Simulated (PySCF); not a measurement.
NO2, SMILES N([O-])=O, charge -1. Heavy atoms are numbered as in [N:1]([O-:2])=[O:3].

Geometry: TPSSh-D3(BJ)/def2-TZVPD.

These are PySCF with PBE/pcSseg-2 values and carry that method's errors.

GIAO shieldings, no solvent; atoms alike by connectivity are averaged. δ = σ(ref) − σ: ¹⁵N against NH3 (σ = 262.8 ppm); ¹⁷O against H2O (σ = 327.5 ppm), references at their B3LYP-D3(BJ)/def2-TZVP geometries, non-relativistic.

Computed chemical shifts:
| nucleus | atoms | count | δ (ppm) |
|---|---|---|---|
| ¹⁵N | N1 | 1 | 665.4 |
| ¹⁷O | O2 | 2 | 775.5 |
